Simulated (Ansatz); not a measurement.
Consider the formal hydrolysis of a Ge–N bond: `C=[N][GeH3]` + H₂O → `[OH][GeH3]` + `C=N`.

Program: Ansatz. Geometries: PBE0-D4/def2-TZVP. ΔE: electronic, gas phase. CCSD(T)/CBS is the MP2 limit (def2-TZVPP, def2-QZVPP) plus CCSD(T) − MP2 in def2-TZVPP, frozen cores. This one scheme is used for every species. For Ge outer-core shells are correlated without core-valence functions, which leaves a few kJ/mol of doubt a bond. Scalar relativity is left out up to krypton.

`C=[N][GeH3]`:

Cartesian coordinates in Å:
```
C 1.340 -0.647 0.352
N 0.579 0.287 0.714
Ge -1.021 0.566 -0.196
H 1.141 -1.339 -0.483
H 2.284 -0.815 0.885
H -1.173 -0.468 -1.336
H -0.988 1.993 -0.758
H -2.161 0.423 0.822
```

H₂O:

Cartesian coordinates in Å:
```
O 0.167 -0.056 -0.347
H -0.097 0.779 0.045
H -0.070 -0.722 0.302
```

`[OH][GeH3]`:

```xyz
6

O     0.232    1.320    0.293
Ge   -0.112   -0.417    0.086
H     0.505    1.743   -0.524
H    -0.522   -0.890    1.483
H     1.151   -1.147   -0.408
H    -1.253   -0.608   -0.931
```

`C=N`:

```xyz
5

C     0.108   -0.246    0.283
N     0.241    0.808   -0.395
H    -0.684   -0.990    0.136
H     0.824   -0.454    1.080
H    -0.489    0.882   -1.104
```

| level | ΔE (kJ/mol) |
| --- | --- |
| SCS-MP2/def2-TZVPP | -23.0 |
| HF/def2-QZVPP | -33.3 |

(1) What does CCSD(T)/CBS give? (Best estimate.)

Largest T1 diagnostic among the species: 0.013.

Results:

(1) Computed: -17.9 kJ/mol. The listed levels differ from it by -5.1, -15.4 kJ/mol.

The D4 term adds +4.9 kJ/mol with B3LYP and +2.7 kJ/mol with PBE0; it sums over pairs of atoms, weighted by their polarisabilities, and B3LYP, whose exchange is more repulsive, gets the larger term. At CCSD(T), def2-SVP lies −11.4 kJ/mol from the extrapolated value and def2-TZVPP −3.6 kJ/mol. In def2-TZVPP, CCSD(T) changes the Hartree–Fock value by +11.6 kJ/mol (the triples alone add +1.9 kJ/mol) and MP2 by +14.8 kJ/mol.

B3LYP here is the variant with VWN-RPA as its local correlation; programs differ in this.
